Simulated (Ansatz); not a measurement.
Relaxation of AlF2HO (5 atoms, charge 0, multiplicity 1), to a largest force component of 0.02 eV/Å in at most 40 steps.

The calculation used Ansatz 0.2.0, RKS revPBE/def2-mTZVP.

```xyz
5
Properties=species:S:1:pos:R:3:forces:R:3
Al 0.000 0.000 0.000 0.14 0.01 0.69
O 0.000 0.000 1.780 -1.34 -0.54 -1.01
H -0.909 -0.281 2.117 1.32 0.51 -0.33
F 1.464 0.000 -0.845 -0.67 0.04 0.40
F -1.464 0.000 -0.845 0.55 -0.02 0.26
```

Q: Where does it end, and by what steps?

A: The run converged. After 6 steps the energy has fallen by 0.129 eV; H3 moved furthest, 0.15 Å.

```tsv
step	energy less start (eV)	largest force component (eV/Å)	accepted
0	0.0000	1.340	yes
1	-0.0731	0.867	yes
2	-0.0842	0.667	yes
3	-0.1253	0.112	yes
4	-0.1155	0.754	no
5	-0.1289	0.031	yes
6	-0.1290	0.003	yes
```

```xyz
5
Properties=species:S:1:pos:R:3
Al -0.031 -0.029 -0.001
O -0.018 -0.120 1.704
H -0.855 -0.167 2.193
F 1.430 0.052 -0.790
F -1.435 -0.017 -0.900
```

Whether the end is a true minimum wasn't checked by a vibrational analysis.

The run took 5.2 s on 1 thread of AMD EPYC 9R45 96-Core Processor (Zen 5), on a shared host, peak memory 0.15 GiB.
